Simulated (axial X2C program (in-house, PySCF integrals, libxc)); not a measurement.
# Which molecule has these constants?

Calculated with an axial X2C code built on PySCF integrals, spin-free (one-electron X2C) or two-component (2c: spin–orbit coupling with atomic mean-field Coulomb and Gaunt terms, which also bring small scalar terms), in Dyall basis sets with cores contracted in-house; open shells are unrestricted.

A two-component CCSD(T) calculation in a Dyall 3-zeta basis gave Re = 2.242 Å, ωe = 420.6 cm⁻¹, De = 3.50 eV, Ω = 1/2.

**Question.** Which molecule is it?
A. GeBr
B. SiBr
C. SnBr

**Answer.** B. The others have SnBr 2.520 Å and 243.2 cm⁻¹ (Ω = 1/2); GeBr 2.338 Å and 291.7 cm⁻¹ (Ω = 1/2).

Frozen shells (counts by l): SiBr Br 3s2p1d, Si 2s1p, 11 electrons correlated; SnBr Sn 4s3p1d, Br 3s2p1d, 21 electrons correlated; GeBr Br 3s2p1d, Ge 3s2p1d, 11 electrons correlated. Coupled cluster in natural virtuals with an MP2 remainder. Where the outer core of a metal is frozen, bonds come out longer and ionisation energies lower.

Each entry is the lowest single determinant of a limited PBE0 search at one distance. De goes to single-determinant-based atoms at the same level (for ions the charge split of lowest energy) and is withheld (n/a) where an atom does not fit its ground term or J level. Main or longest-lived isotopes. Some light 2c atoms are not at their ground J level, so De misses part of their lowering (0.04 eV or less).
